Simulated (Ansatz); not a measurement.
`C[SiH2][SiH](Cl)Cl` + HCl → `Cl[SiH](Cl)Cl` + `C[SiH3]` at 700 K and 1 bar (cleavage of the Si–Si bond).

Calculated with Ansatz (gas phase, PBE0-D4/def2-TZVP geometries, no zero-point term in ΔE). CCSD(T)/CBS adds triple-zeta CCSD(T) − MP2 to the extrapolated MP2 energy (def2 sets, frozen cores). This one scheme is used for every species. Each species was taken in one conformer, which may not be the lowest.

```json
{"species": "`C[SiH2][SiH](Cl)Cl`", "CCSD(T)/CBS energy (Eh)": "-1539.48961", "H − E (kJ/mol)": "264.8", "S (J/(mol·K))": "528.7"}
{"species": "HCl", "CCSD(T)/CBS energy (Eh)": "-460.38127", "H − E (kJ/mol)": "38.4", "S (J/(mol·K))": "211.8"}
{"species": "`Cl[SiH](Cl)Cl`", "CCSD(T)/CBS energy (Eh)": "-1669.16736", "H − E (kJ/mol)": "88.6", "S (J/(mol·K))": "388.1"}
{"species": "`C[SiH3]`", "CCSD(T)/CBS energy (Eh)": "-330.73916", "H − E (kJ/mol)": "210.8", "S (J/(mol·K))": "332.0"}
```

H − E and S are ideal-gas, rigid-rotor, harmonic terms from PBE0-D4/def2-TZVP, for one conformer and one mirror image of each species. 1 Eh = 2625.50 kJ/mol, R = 8.31446 J/(mol·K).

By hand: ΔE, ΔH, ΔS and ΔG.

ΔE = (-1669.16736) + (-330.73916) − (-1539.48961) − (-460.38127) = -0.03564 Eh = -93.6 kJ/mol. Δ(H − E) = 88.6 + 210.8 − 264.8 − 38.4 = -3.8, so ΔH = -97.4 kJ/mol. ΔS = 388.1 + 332.0 − 528.7 − 211.8 = -20.4 J/(mol·K). ΔG = -97.4 − 700 × (-20.4)/1000 = -83.1 kJ/mol.

By hand: the equilibrium constant, and the temperature at which ΔG would vanish if ΔH and ΔS stayed fixed.

log₁₀ K = −ΔG/(RT ln 10) = 6.2. ΔG = 0 at ΔH/ΔS = 4775 K, far beyond where these terms or the molecules hold.

ΔH outweighs TΔS. A doubt of 5 kJ/mol in ΔE shifts log₁₀ K by 0.4 here. Other conformers and mirror images would add mixing entropy, several J/(mol·K) or more a flexible species. Modes under 60 cm⁻¹, often nearly free rotors, make the harmonic entropy too high. These are equilibria of isolated gas molecules and say nothing of rates. Largest T1 diagnostic: 0.010 (customary marks: 0.02 for closed shells, 0.045 for open ones).
